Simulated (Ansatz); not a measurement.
Geometry optimisation, RKS LDA/def2-SVP (Ansatz 0.2.0).

Input:

```yaml
crystal:
  periodic: [false, false, false]
  atoms:
    - { symbol: W, position_ang: [-0.075719, -0.032588, 0.334086] }
    - { symbol: H, position_ang: [0.39047, 0.715756, 1.816955] }
    - { symbol: F, position_ang: [1.663653, -0.555387, 0.678942] }
    - { symbol: H, position_ang: [0.109682, 1.518663, -0.29869] }
    - { symbol: F, position_ang: [-1.867346, -0.275437, 0.539786] }
    - { symbol: H, position_ang: [0.224426, -1.321549, -0.802471] }
    - { symbol: H, position_ang: [0.364334, -0.049458, -1.329008] }
basis:
  gaussian: { orbitals: def2-SVP }
hamiltonian:
  xc: lda
relax:
  f_tol: 0.03
  max_steps: 50
```

Launched with:

```bash
$ ansatz run input.yaml --threads 1 --pin off --max-ram 2048MiB --backend cpu --events-out ev --progress --plain --runs-dir out
```

Q: Where does it end, and by what steps?

A: It converged. After 5 steps the energy has fallen by 0.016 eV; H2 moved furthest, 0.07 Å.

| step | energy less start (eV) | largest force component (eV/Å) | accepted |
| --- | --- | --- | --- |
| 0 | 0.0000 | 0.282 | yes |
| 1 | 0.0084 | 0.340 | no |
| 2 | -0.0149 | 0.150 | yes |
| 3 | -0.0158 | 0.085 | yes |
| 4 | -0.0161 | 0.050 | yes |
| 5 | -0.0163 | 0.016 | yes |

```xyz
7
Properties=species:S:1:pos:R:3
W -0.057 -0.041 0.331
H 0.345 0.756 1.846
F 1.682 -0.571 0.653
H 0.128 1.517 -0.283
F -1.846 -0.279 0.534
H 0.210 -1.342 -0.804
H 0.346 -0.040 -1.338
```

Whether the end is a true minimum wasn't checked by a vibrational analysis.

Run time: 7.6 s on 1 thread of Intel(R) Xeon(R) Platinum 8488C (Sapphire Rapids), with other jobs on the host, peak memory 0.16 GiB.
